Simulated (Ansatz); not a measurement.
AsMe2(NMe2) (C4H12AsN). Total charge 0; singlet. Geometry r2SCAN-D4/def2-SVP.

```xyz
18

As   -0.538    0.213    1.060
C    -0.126   -1.675    1.432
H    -0.990   -2.319    1.213
H     0.112   -1.778    2.502
H     0.738   -1.989    0.826
C     1.228    0.893    1.599
H     2.009    0.419    0.984
H     1.388    0.647    2.660
H     1.280    1.986    1.491
N    -0.141    0.122   -0.803
C     0.023    1.434   -1.404
C    -1.116   -0.662   -1.540
H     0.374    1.316   -2.445
H     0.787    2.016   -0.866
H    -0.911    2.041   -1.440
H    -1.219   -1.667   -1.101
H    -2.130   -0.202   -1.589
H    -0.767   -0.794   -2.580
```

B3LYP takes the VWN-RPA correlation.

Estimate the orbital energies around the gap (eV) in Ansatz with LDA (SPW92)/def2-TZVP, PBE-D4/def2-TZVP, r2SCAN-D4/def2-TZVP, B3LYP-D4/def2-TZVP, PBE0-D4/def2-SVP.


| orbital | LDA (SPW92)/def2-TZVP | PBE-D4/def2-TZVP | r2SCAN-D4/def2-TZVP | B3LYP-D4/def2-TZVP | PBE0-D4/def2-SVP |
| --- | --- | --- | --- | --- | --- |
| HOMO−5 | -9.25 | -9.21 | -9.58 | -10.49 | -10.67 |
| HOMO−4 | -8.65 | -8.61 | -8.95 | -9.86 | -10.04 |
| HOMO−3 | -7.79 | -7.67 | -7.95 | -8.74 | -8.94 |
| HOMO−2 | -7.76 | -7.62 | -7.91 | -8.63 | -8.88 |
| HOMO−1 | -6.42 | -6.29 | -6.57 | -7.34 | -7.48 |
| HOMO | -4.66 | -4.54 | -4.76 | -5.54 | -5.60 |
| LUMO | -0.51 | -0.26 | -0.03 | 0.38 | 0.89 |
| LUMO+1 | -0.05 | 0.14 | 0.48 | 0.70 | 1.35 |
| LUMO+2 | 0.23 | 0.43 | 1.12 | 0.90 | 1.77 |
| LUMO+3 | 0.84 | 0.99 | 1.68 | 1.50 | 2.47 |
| LUMO+4 | 1.35 | 1.55 | 2.20 | 2.12 | 3.09 |
| LUMO+5 | 1.51 | 1.68 | 2.41 | 2.23 | 3.11 |
